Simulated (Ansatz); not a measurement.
Start from `C[O][In]([OH])[OH]` and change one atom or group to get `[OH][In]([OH])[F]`.

Ansatz, PBE0-D4/def2-TZVP geometries, multiplicity 1. Each molecule was computed in one conformer, which needn't be the lowest.

Elements past krypton have def2 core potentials.

```
                                        property  `C[O][In]([OH])[OH]`
             HOMO–LUMO gap (PBE/def2-TZVPP) / eV                  3.42
              LUMO energy (PBE0/def2-TZVPP) / eV                 -1.87
            HOMO–LUMO gap (PBE0/def2-TZVPP) / eV                  5.90
         HOMO–LUMO gap (ωB97M-V/def2-TZVPP) / eV                 10.19
size of the dipole moment (B3LYP/def2-TZVPP) / D                  0.28
           LUMO energy (ωB97M-V/def2-TZVPP) / eV                  0.00
```

**Question.** What does the change do to each property? (Best estimate.)

**Answer.** The calculation gave: 
```
                                        property  `[OH][In]([OH])[F]`  shift
             HOMO–LUMO gap (PBE/def2-TZVPP) / eV                 4.09   0.67
              LUMO energy (PBE0/def2-TZVPP) / eV                -2.33  -0.46
            HOMO–LUMO gap (PBE0/def2-TZVPP) / eV                 6.73   0.83
         HOMO–LUMO gap (ωB97M-V/def2-TZVPP) / eV                11.15   0.96
size of the dipole moment (B3LYP/def2-TZVPP) / D                 2.10   1.82
           LUMO energy (ωB97M-V/def2-TZVPP) / eV                -0.40  -0.40
```

With PBE0 the HOMO falls by 1.31 eV and the LUMO falls by 0.46 eV, so the gap widens by about 0.85 eV. PBE moves the HOMO by -1.15 eV and ωB97M-V by -1.36 eV. Dipoles are sizes alone; their direction can turn.

B3LYP here is the variant with VWN-RPA as its local correlation; programs differ in this.
